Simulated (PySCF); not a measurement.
From one molecule to another.

First species: C₄H₈F₂SSi.
SMILES: `C[Si@@]1(F)C[C@@H](F)CS1`

Second species: C₂H₉PSSi₂.
InChI=1S/C2H9PSSi2/c3-6-4-1-2-5/h1-2H,3,6H2,5H3/b2-1-

Levels: CAM-B3LYP/def2-SVPD for HOMO energy, LUMO energy, HOMO–LUMO gap and static isotropic polarisability; TDDFT CAM-B3LYP/def2-SVPD for lowest singlet excitation; TDA CAM-B3LYP/def2-SVPD for lowest triplet excitation (Tamm–Dancoff). Geometries: GFN2-xTB. Each species is one conformer at its optimised geometry, gas phase, non-relativistic unless stated; the electronic structure was computed with PySCF and density fitting.

The conformers computed, where there is a choice (atom-mapped SMILES and torsion angles):
- `[SiH3:1]/[CH:2]=[CH:3]\[S:4][SiH2:5][PH2:6]`: C2–C3–S4–Si5 -171°, C3–S4–Si5–P6 -21°, H–P6–Si5–S4 -160°, H–P6–Si5–S4 -67°

The conformers of `C[Si@@]1(F)C[C@@H](F)CS1` aren't listed.

Task: Which has the higher T1 energy?

Result: The first: 5.29 eV against 3.73 eV, a difference of 1.56 eV.

Task: Which has the higher HOMO–LUMO gap?

Result: The first: 9.41 eV against 8.29 eV, a difference of 1.12 eV.

Task: Which of the two has the higher HOMO energy, and by how much?

Result: The second: -7.88 eV against -8.59 eV, a difference of 0.71 eV.

Task: Which of the two has the higher LUMO energy, and by how much?

Result: The first: 0.82 eV against 0.41 eV, a difference of 0.41 eV.

Task: Which has the higher S1 energy?

Result: The first: 5.76 eV against 5.18 eV, a difference of 0.58 eV.

Task: Which has the higher static isotropic polarisability?

Result: The second: 129.4 au against 88.5 au, a difference of 40.9 au.

On the first: In wavenumbers S1 is 46400 cm⁻¹ (1 eV = 8065.54 cm⁻¹). S1 lies 3.65 eV below the HOMO–LUMO gap; its leading configuration is HOMO→LUMO, weight 0.76.

On the second: S1 lies 3.11 eV below the HOMO–LUMO gap; its leading configuration is HOMO→LUMO+1, weight 0.68. No computed singlet falls in the visible range (750 to 380 nm, 1.65 to 3.26 eV); S1 lies 1.92 eV above its blue end.
